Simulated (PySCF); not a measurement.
# Arsenic: a sound run and one with changed settings

Sound run: As+ [Ar] 3d10 4s2 4p2, As(2+) [Ar] 3d10 4s2 4p1. Calculation: PySCF 2.14, in def2-SVP; no relativity, point nucleus. In the sound run the correlated levels freeze [Ar] 3d10. The sound run starts from symmetry-adapted Hartree-Fock orbitals and uses a fine grid where one is needed.

Changed run: initial guess atom, at most 50 SCF cycles, level shift 0.1 hartree.

```json
{"species": "As+", "method": "UHF", "sound run (hartree)": "-2233.56916", "changed run (hartree)": "-2233.56916", "converged": "yes"}
{"species": "As+", "method": "MN15", "sound run (hartree)": "-2235.46835", "changed run (hartree)": "-2235.46835", "converged": "yes"}
{"species": "As+", "method": "M06-L", "sound run (hartree)": "-2235.10099", "changed run (hartree)": "-2235.10099", "converged": "yes"}
{"species": "As+", "method": "MP2", "sound run (hartree)": "-2233.61327", "changed run (hartree)": "-2233.60896", "converged": "yes"}
{"species": "As+", "method": "CCSD(T)", "sound run (hartree)": "-2233.63096", "changed run (hartree)": "-2233.63096", "converged": "yes"}
{"species": "As(2+)", "method": "UHF", "sound run (hartree)": "-2232.90741", "changed run (hartree)": "-2232.90741", "converged": "yes"}
{"species": "As(2+)", "method": "MN15", "sound run (hartree)": "-2234.78216", "changed run (hartree)": "-2234.78216", "converged": "yes"}
{"species": "As(2+)", "method": "M06-L", "sound run (hartree)": "-2234.43013", "changed run (hartree)": "-2234.43013", "converged": "yes"}
{"species": "As(2+)", "method": "MP2", "sound run (hartree)": "-2232.94196", "changed run (hartree)": "-2232.93853", "converged": "yes"}
{"species": "As(2+)", "method": "CCSD(T)", "sound run (hartree)": "-2232.95851", "changed run (hartree)": "-2232.95851", "converged": "yes"}
```

Ionisation energy of As+:

| method | sound run (eV) | changed run (eV) |
| --- | --- | --- |
| UHF | 18.007 | 18.007 |
| MN15 | 18.672 | 18.672 |
| M06-L | 18.255 | 18.255 |
| MP2 | 18.267 | 18.243 |
| SCS-MP2 | 18.200 | 18.182 |
| CCSD | 18.290 | 18.290 |
| CCSD(T) | 18.298 | 18.298 |

A level shift leaves the converged SCF energy unchanged but raises the virtual orbital energies, which shrinks MP2 if it is not removed.

For comparison, NIST gives 18.589 eV between the lowest levels.
